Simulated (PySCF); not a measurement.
# Vibration and rotation of BeBr

UHF-CCSD(T) constants of BeBr, ²Σ⁺ (doublet), unpaired electrons σ ↑ (Be def2-SVPD, Br def2-SVPD; no relativity (PySCF 2.14); masses 9.0122 and 78.9183 u):

```
ωe            : 661.3 cm⁻¹
ωexe          : 3.47 cm⁻¹
Be            : 0.51251 cm⁻¹
αe            : 0.00428 cm⁻¹
De to Be + Br : 2.83 eV
```

Problem. What force constant and bond length do these constants imply?

Solution. Reduced mass μred = 8.0885 u; k = 5.8918×10⁻⁷·μred·ωe² (u, cm⁻¹, mdyn/Å) = 2.08 mdyn/Å; Re = √(16.8576/(μred·Be)) (u, cm⁻¹, Å) = 2.017 Å.

Problem. Estimate the centrifugal constant D from the Kratzer relation and find the Dunham coefficient a1.

Solution. D = 4Be³/ωe² = 1.23e-06 cm⁻¹; a1 = −1 − αeωe/(6Be²) = -2.80.

Correlated steps freeze 9 core orbitals. Correlated levels converge slowly with the basis: in double zeta they bind strong bonds too weakly, by up to about 1 eV, and carry superposition errors of some tenths. Spin–orbit coupling is left out. The state is the lowest determinant that a PBE0 search found; another state may lie lower at other levels.
